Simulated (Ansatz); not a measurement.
```xyz
2

Cu   -0.0221   -0.0016   -0.7251
Cl   -0.0349   -0.0339    1.3247
```

Basis set: 6-31G (spherical functions). Left uncorrelated: 10 orbitals. Charge 0, multiplicity 1.

Computed with Ansatz (development build ahead of 0.2.0); each method stands on the lowest determinant of its kind that the runs found. Restricted open shells among the atoms or ions are ROHF, correlated in semicanonical orbitals with singles.

**Question.** Give the atomization energy at this shape (free ground-state atoms in the same class of orbitals less the molecule, no zero-point energy) of singlet CuCl by RHF-MP2, RHF.

**Answer.**

```json
{"method": "RHF-MP2", "atomization energy": "351.3 kJ/mol"}
{"method": "RHF", "atomization energy": "110.2 kJ/mol"}
```

This basis has no polarisation functions and is too small for such energies, which can lie far from measured ones in either direction.
